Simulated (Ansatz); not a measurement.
One change: `BSC(F)[SiH3]` becomes `BC(F)[SiH3]`.

Ansatz, PBE0-D4/def2-TZVP geometries, multiplicity 1. Each molecule was computed in one conformer, which needn't be the lowest.

```tsv
property	`BSC(F)[SiH3]`
HOMO–LUMO gap (ωB97M-V/def2-TZVPP) / eV	10.90
ideal-gas entropy at 298 K and 1 bar (rigid rotor, harmonic PBE0-D4/def2-TZVP) / J/(mol·K)	361
size of the dipole moment (ωB97M-V/def2-TZVPP) / D	1.51
LUMO energy (PBE/def2-TZVPP) / eV	-2.47
HOMO–LUMO gap (B3LYP/def2-TZVPP) / eV	6.38
HOMO energy (ωB97M-V/def2-TZVPP) / eV	-10.49
```

**Question.** What does the change do to each property? (Best estimate.)

**Answer.** Computed: 
| property | `BC(F)[SiH3]` | shift |
| --- | --- | --- |
| HOMO–LUMO gap (ωB97M-V/def2-TZVPP) / eV | 11.05 | 0.15 |
| ideal-gas entropy at 298 K and 1 bar (rigid rotor, harmonic PBE0-D4/def2-TZVP) / J/(mol·K) | 323 | -38 |
| size of the dipole moment (ωB97M-V/def2-TZVPP) / D | 1.56 | 0.05 |
| LUMO energy (PBE/def2-TZVPP) / eV | -2.51 | -0.04 |
| HOMO–LUMO gap (B3LYP/def2-TZVPP) / eV | 6.44 | 0.06 |
| HOMO energy (ωB97M-V/def2-TZVPP) / eV | -10.68 | -0.19 |

The zero-point energy changes by -7.2 kJ/mol with -3 modes. Dipoles are sizes alone; their direction can turn. Modes under 60 cm⁻¹, often nearly free rotors, make the harmonic entropy too high.

B3LYP here is the variant with VWN-RPA as its local correlation; programs differ in this.
